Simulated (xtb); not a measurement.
Sb(OMe)(SiH3)2 (CH9OSbSi2), SMILES [SiH3][Sb]([SiH3])[O]C. All values are semi-empirical tight-binding results from xtb (GFN2-xTB unless named), good for trends rather than for accurate numbers. Geometry: GFN2-xTB. One conformer was computed; it need not be the lowest.

Optimised geometry:

```xyz
14

Sb     0.0450    -0.0231     0.6739
O     -0.3214    -1.5545    -0.6037
C     -1.5393    -2.2109    -0.5352
H     -2.3811    -1.5367    -0.7295
H     -1.5358    -2.9876    -1.3022
H     -1.6996    -2.6882     0.4368
Si     2.2030     0.2855    -0.6546
H      3.1131    -0.8395    -0.4433
H      2.8753     1.4813    -0.1342
H      2.0481     0.4758    -2.0976
Si    -1.3418     1.6405    -0.7139
H     -2.7723     1.3823    -0.5148
H     -1.1038     1.6280    -2.1579
H     -1.0891     2.9978    -0.2275
```
Charge 0, spin multiplicity 1.

For metal compounds this method's bond lengths and energies can be far off.

Estimate the properties. (Estimate from the structure and the level; the computed values follow.)


```yaml
orbital_gap: 3.28 eV
zero_point_energy: 54.4 kcal/mol
G − E(el) at 298.15 K (modified RRHO): 30.2 kcal/mol
```

Computed atomic charges and the Wiberg bond orders between heavy atoms:
charges (e) Sb1 0.17, O2 -0.48, C3 0.08, H4 -0.01, H5 0.03, H6 -0.01, Si7 0.40, H8 -0.08, H9 -0.12, H10 -0.07, Si11 0.39, H12 -0.10, H13 -0.08, H14 -0.12. Bond orders Sb1–O2 0.97, O2–C3 1.03, Sb1–Si7 0.90, Sb1–Si11 0.91.
